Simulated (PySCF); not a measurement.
# AlSiH4ClO4

The system: AlSiH4ClO4, a molecule drawn to mimic a surface site (built as: Si site whose three back bonds go to OH, H, OAl(OH)2; end group Cl); neutral, singlet. The structure, one conformer, was relaxed in the gas phase by PBE0-D3(BJ)/def2-SVP. No frequency run checks that it is a minimum.

SMILES: [OH][Al]([OH])[O][SiH](O)Cl

```xyz
11

Si    0.739   -1.175   -0.923
O     1.555   -2.301   -0.063
O    -0.745   -0.794   -0.402
Al   -0.797    0.785    0.369
O    -1.619    2.090   -0.335
O    -0.497    0.748    2.040
Cl    1.634    0.763   -0.603
H     0.906   -1.505   -2.347
H     1.457   -2.276    0.896
H    -1.956    2.132   -1.229
H    -0.644    1.505    2.609
```
Atoms count from 1 in this order.

Shieldings: GIAO PBE0/pcSseg-1. Shifts are against computed references at the same level: H TMS (σ 31.27 ppm), Si TMS (σ 352.0 ppm). Core levels by delta-SCF with SCAN, pcX-2 on the ionised atom and pcseg-1 elsewhere, spin-free X2C (2p3/2 is the spin-free 2p value less a third of a first-order spin-orbit splitting); from the vacuum level, for chosen atoms.

Task: Give the shieldings and core levels atom by atom.

Result: 
```tsv
atoms	bonded to	σ (ppm)	δ (ppm)	core level (eV)
Si1	1 Cl + 2 O + 1 H	386.9	-34.9	2p3/2 109.12
O2	1 Si + 1 H	249.4	-	1s 539.48
O3	1 Al + 1 Si	198.8	-	1s 538.01
Al4	3 O	488.4	-	2p3/2 80.98
O5	1 Al + 1 H	319.8	-	-
O6	1 Al + 1 H	321.2	-	-
Cl7	1 Si	796.5	-	2p3/2 206.55
H8	1 Si	26.28	4.99	-
H9	1 O	28.31	2.96	-
H10	1 O	30.03	1.24	-
H11	1 O	30.13	1.13	-
```

Values are those of this one static structure; atoms that internal rotation interchanges would show their mean in an NMR spectrum.

Task: Which of O2, O3 holds its core electrons tightest, and by how much against the loosest?

Result: O2 (bonded to 1 Si + 1 H), by 1.47 eV over O3 (bonded to 1 Al + 1 Si).

Task: By CAM-B3LYP/def2-SVPD (TDDFT singlets, Tamm-Dancoff triplets, ionisation by delta-SCF), where does absorption start, and what does vertical ionisation take?

Result: The first singlet with intensity lies at 7.73 eV (f 0.134); what lies below it is dark. The lowest singlet lies at 7.35 eV (f 0.000), the strongest of the first 6 at 7.73 eV (f 0.134), the lowest triplet at 7.01 eV; vertical ionisation takes 11.43 eV.
